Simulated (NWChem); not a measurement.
Molecule: NaOH; SMILES [OH][Na]

```xyz
3

Na    -0.0662    -0.9541     0.0000
O      0.1328     0.9646     0.0000
H      0.2309     1.9106     0.0000
```
Atoms are numbered in this order, from 1.

All runs: NWChem. Pople sets run with spherical d functions. Coordinates come from a PBE0-D3(BJ)/def2-TZVP optimisation. GIAO values for the isolated, static molecule; σ is the absolute isotropic shielding.

| level | basis functions | σ Na1 (ppm) | σ O2 (ppm) | σ H3 (ppm) |
|---|---|---|---|---|
| Hartree-Fock/6-31G* | 34 | 589.3 | 361.4 | 35.24 |
| Hartree-Fock/6-311G** | 50 | 582.7 | 405.2 | 34.43 |
| Hartree-Fock/def2-SVP | 34 | … | … | … |
| Hartree-Fock/def2-TZVP | 69 | 585.3 | 374.2 | 34.47 |
| Hartree-Fock/pcSseg-2 | 78 | 584.3 | 372.0 | 33.57 |

Question: Some entries are withheld; supply them.

Answer: 
- Hartree-Fock/def2-SVP, σ Na1 (ppm): 598.3
- Hartree-Fock/def2-SVP, σ O2 (ppm): 392.9
- Hartree-Fock/def2-SVP, σ H3 (ppm): 33.94
